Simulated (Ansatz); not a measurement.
The cluster Ag₄⁺, relaxed as a doublet with UKS PBE0-D4/def2-SVP in Ansatz, starting from the GFN1-xTB geometry. Force threshold 0.02 eV/Å.

In the def2 sets Ag takes a core potential; there is no spin–orbit coupling. The relaxation made no stability test and no search for a lower SCF solution. The structure comes from a short search, and lower isomers may exist.

Start:

| atom | x (Å) | y (Å) | z (Å) |
| --- | --- | --- | --- |
| Ag1 | -1.3042 | -0.3567 | -0.1770 |
| Ag2 | -0.1652 | 1.5160 | -1.8586 |
| Ag3 | 0.1674 | -1.5214 | 1.8536 |
| Ag4 | 1.3020 | 0.3621 | 0.1820 |

Question: Estimate the energy that the relaxation releases and the steps that it takes.

Answer: 0.2 kcal/mol, in 3 steps; 11 s on 4 threads of Arm Neoverse V2 on a shared host. No frequencies were taken in this run, so the end may be a saddle point.

Question: Does the start keep its bonding and symmetry?

Answer: By distances, no bond broke or formed. The bond that changes most is Ag1–Ag4, from 2.73 to 2.68 Å (atoms count from 1). Point group D2h at the start, D2h at the end, both within 0.05 Å.

Question: Predict the relaxed structure.

Answer: 
```xyz
4

Ag   -1.279   -0.351   -0.173
Ag   -0.167    1.541   -1.888
Ag    0.169   -1.546    1.884
Ag    1.278    0.356    0.177
```
Bond lengths (bridged metal pairs left out): 5 × Ag–Ag 2.68 to 2.79 Å.
